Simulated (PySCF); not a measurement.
# Working out the ionisation energy of Fe

Fe [Ar] 3d6 4s2 (5D) → Fe⁺ [Ar] 3d6 4s1 (6D). All numbers are calculated (PySCF 2.14, the spin-free X2C one-electron Hamiltonian (Gaussian nucleus), in aug-cc-pVTZ-DK (8s7p5d3f2g, 93 functions)). Frozen: [Ar]. Energies in hartree (1 hartree = 27.21139 eV):

```json
{"part": "UHF", "Fe (lower)": "-1271.347377", "Fe⁺ (upper)": "-1271.111023"}
{"part": "MP2 opposite-spin", "Fe (lower)": "-0.099210", "Fe⁺ (upper)": "-0.059951"}
{"part": "MP2 same-spin", "Fe (lower)": "-0.089461", "Fe⁺ (upper)": "-0.088021"}
```

**Question.** What does Hartree-Fock give?

**Answer.** (-1271.111023) − (-1271.347377) = 0.236354 hartree = 6.432 eV.

**Question.** What do MP2 and SCS-MP2 (6/5 opposite-spin, 1/3 same-spin) give?

**Answer.** The opposite-spin parts differ by 1.068 eV and the same-spin parts by 0.039 eV. MP2: 6.432 + (1.068) + (0.039) = 7.539 eV. SCS-MP2: 6.432 + 1.2 × (1.068) + (0.039)/3 = 7.727 eV.

Measured between the centres of the two terms (NIST): 7.904 eV, so MP2 (valence) is off by -0.365 eV.

What remains against the reference includes basis incompleteness, the frozen core and correlation beyond second order.
